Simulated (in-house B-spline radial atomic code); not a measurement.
Results of a calculation; reference values are marked as such.
# Ti ion on Ti atom: potential, deflection and energy transfer

The pair potential comes from two frozen, spherical free-atom densities (PBE, B-spline radial code, scalar-relativistic past argon): electrostatics plus the change in Thomas-Fermi kinetic and Dirac exchange energy where they overlap, the recipe behind the universal ZBL potential, which averages such potentials (from solid-state densities) over many pairs. It is written V = (Z1 Z2 e²/r) φ(r/a), with e² = 14.3996 eV·Å and a = 0.46850 Å/(Z1^0.23 + Z2^0.23); ZBL's fit is φ = 0.18175 e^(−3.1998x) + 0.50986 e^(−0.94229x) + 0.28022 e^(−0.4029x) + 0.02817 e^(−0.20162x). Where φ falls below 4e-4 it is continued as an exponential.

Masses 47.87 and 47.87 u.

```json
{"x = r/a": "0.1", "φ, this pair": "0.8976", "φ, ZBL": "0.8928"}
{"x = r/a": "0.5", "φ, this pair": "0.6321", "φ, ZBL": "0.6096"}
{"x = r/a": "1.5", "φ, this pair": "0.3218", "φ, ZBL": "0.2995"}
{"x = r/a": "3", "φ, this pair": "0.147", "φ, ZBL": "0.1292"}
{"x = r/a": "5", "φ, this pair": "0.06235", "φ, ZBL": "0.05224"}
{"x = r/a": "8", "φ, this pair": "0.02049", "φ, ZBL": "0.01705"}
{"x = r/a": "12", "φ, this pair": "0.005763", "φ, ZBL": "0.00474"}
{"x = r/a": "17", "φ, this pair": "0.001263", "φ, ZBL": "0.001212"}
```

(1) At x = 3 the electrostatic, kinetic and exchange parts are 1408.7, 1689.91 and -130.65 eV. Find r, V and φ.

(2) The ion comes in at 121.1 keV with impact parameter 0.0575 Å. The scattering integral gives a centre-of-mass angle of 64.7° and a closest approach of 0.8106 a. What are the reduced energy, the energy passed on and the laboratory angles?

Results:

(1) a = 0.46850/(2.0359 + 2.0359) = 0.11506 Å, so r = 0.34518 Å. V = 1408.7 + 1689.91 + (-130.65) = 2967.96 eV. The bare repulsion is 22 × 22 × 14.3996/0.34518 = 20191 eV, so φ = 0.1470, +13.7 % against ZBL's 0.1292. The kinetic (Pauli) term is 57 % of V here.

(2) ε = E a M2/(Z1 Z2 e² (M1 + M2)) = 121100 × 8.2546e-06 = 1. The most that one collision can pass on is γE with γ = 4 M1 M2/(M1 + M2)² = 1.0000. Here T = γE sin²(θ/2) = 1.0000 × 121100 × 0.2864 = 34690 eV. The ion turns by arctan(sin θ/(cos θ + M1/M2)) = 32.4°, and the struck atom leaves at (180° − θ)/2 = 57.6°. The closest approach is 0.093 Å. With ZBL the angle would be 63.04° and T = 33110 eV.
